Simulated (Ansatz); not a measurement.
In₂₀⁺ (relaxed from a model of In20 tetrahedron, whose bonding it doesn't keep), 20 atoms. Hardware: 5 threads of AMD EPYC 7R13 on a shared host and a share (37 GiB) of an NVIDIA H100 80GB HBM3.

In the def2 sets In takes a core potential; there is no spin–orbit coupling. Correlated methods freeze 80 core orbitals; core or outer-core shells of In are correlated, in sets that lack core-valence functions. Single mean-field runs in def2-SVP, def2-TZVP are fitted with def2-universal-jkfit.

(1) How many basis functions does each of these Ansatz runs have, and roughly what does it cost? PBE0-D4/def2-TZVP, charge 1 doublet, energy, from earlier orbitals; PBE-D4/def2-SVP, charge 1 doublet, relaxation, 22 steps; MP2/def2-SVP, charge 1 doublet, energy, from earlier orbitals; r2SCAN-D4/def2-TZVP, charge 1 doublet, energy, from earlier orbitals; PBE-D4/def2-TZVP, charge 1 doublet, energy and forces, from earlier orbitals; B3LYP-D4/def2-TZVP, charge 1 doublet, energy, from earlier orbitals; PBE0-D4/def2-SVP, charge 1 doublet, energy, from earlier orbitals; PBE-D4/def2-SVP, charge 1 doublet, energy, from earlier orbitals.

Answers

(1) Other jobs shared the machine, so times can vary by a factor of up to 3.

| run | functions | fitting or Cholesky vectors | wall time | peak host memory (GiB) |
| --- | --- | --- | --- | --- |
| PBE-D4/def2-SVP, charge 1 doublet, energy, from earlier orbitals | 520 | 4360 | 18 s | 1.3 |
| PBE-D4/def2-TZVP, charge 1 doublet, energy and forces, from earlier orbitals | 1000 | 4360 | 21 s | 1.8 |
| PBE0-D4/def2-SVP, charge 1 doublet, energy, from earlier orbitals | 520 | 4360 | 30 s | 1.3 |
| r2SCAN-D4/def2-TZVP, charge 1 doublet, energy, from earlier orbitals | 1000 | 4360 | 35 s | 2.2 |
| MP2/def2-SVP, charge 1 doublet, energy, from earlier orbitals | 520 | 6780 | 39 s | 1.6 |
| B3LYP-D4/def2-TZVP, charge 1 doublet, energy, from earlier orbitals | 1000 | 4360 | 54 s | 1.6 |
| PBE0-D4/def2-TZVP, charge 1 doublet, energy, from earlier orbitals | 1000 | 4360 | 54 s | 1.8 |
| PBE-D4/def2-SVP, charge 1 doublet, relaxation, 22 steps | 520 | 4360 | 3.9 min | 1.3 |
